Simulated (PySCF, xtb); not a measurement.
dimethyl telluride (C2H6Te), SMILES C[Te]C.

xtb with GFN2-xTB at its own geometry gives an orbital gap of 4.19 eV and a dipole moment of 1.15 D.

Geometry: B3LYP-D3(BJ)/def2-SVP. The def2 effective core potentials stand for the cores of Te; spin–orbit coupling is left out.

**Question.** What does PBE/def2-TZVPD (PySCF) give? (Estimate from the structure and the level; the computed values follow.)

**Answer.** gap 3.22 eV (levels -4.68 and -1.45 eV), dipole 1.22 D.
